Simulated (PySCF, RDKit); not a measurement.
Isomers of C5H10. All species are isolated molecules in the gas phase. One relaxed conformer stands for each flexible species; it need not be the lowest. Strings in code marks are SMILES.

Quantity: electronic energy of isomers of C5H10 relative to `C1CCCC1`, in kcal/mol. Force-field values (RDKit) are differences of steric energies, which aren't made for comparing isomers with other bonds.

Level 1: BP86/6-31G* // PBE0-D3(BJ)/def2-TZVP (PySCF)
Level 2: PBE/6-31G* // PBE0-D3(BJ)/def2-TZVP (PySCF)
Level 3: frozen-core MP2/6-31G* // PBE0-D3(BJ)/def2-TZVP (PySCF)
Level 4: MMFF94, relaxed from the DFT geometry (RDKit)

| species | level 1 | level 2 | level 3 | level 4 |
|---|---|---|---|---|
| `C/C=C\CC` (C–C–C–C torsion 118°) | 13.6 | 15.0 | 17.1 | 3.54 |
| `C/C=C/CC` (C–C–C–C torsion 119°) | 12.2 | 13.7 | 15.5 | 2.22 |
| `CC1CCC1` | 16.3 | 16.3 | 17.6 | 10.2 |
